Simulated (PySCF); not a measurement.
Working out the ionisation energy of C⁺

C⁺ [He] 2s2 2p1 (2P) → C²⁺ [He] 2s2 (1S). Calculation: PySCF 2.14, in cc-pVTZ (4s3p2d1f, 30 functions); no relativity, point nucleus. Frozen: 1s2. Energies in hartree (1 hartree = 27.21139 eV):

```json
{"part": "UHF", "C⁺ (lower)": "-37.294746", "C²⁺ (upper)": "-36.407383"}
{"part": "CCSD correlation", "C⁺ (lower)": "-0.074521", "C²⁺ (upper)": "-0.072891"}
{"part": "(T)", "C⁺ (lower)": "-0.001148", "C²⁺ (upper)": "0.000000"}
```

Question: What does Hartree-Fock give?

Answer: (-36.407383) − (-37.294746) = 0.887363 hartree = 24.146 eV.

Question: What do CCSD and CCSD(T) give?

Answer: The CCSD correlation energies differ by 0.001630 hartree = 0.044 eV and the triples by 0.001148 hartree = 0.031 eV, so CCSD gives 24.190 eV and CCSD(T) 24.221 eV.

Measured between the centres of the two terms (NIST): 24.378 eV, so CCSD(T) (valence) is off by -0.157 eV.

The coupled-cluster amplitudes are large, so a single reference is strained.

What remains against the reference includes basis incompleteness, the frozen core and higher excitations.
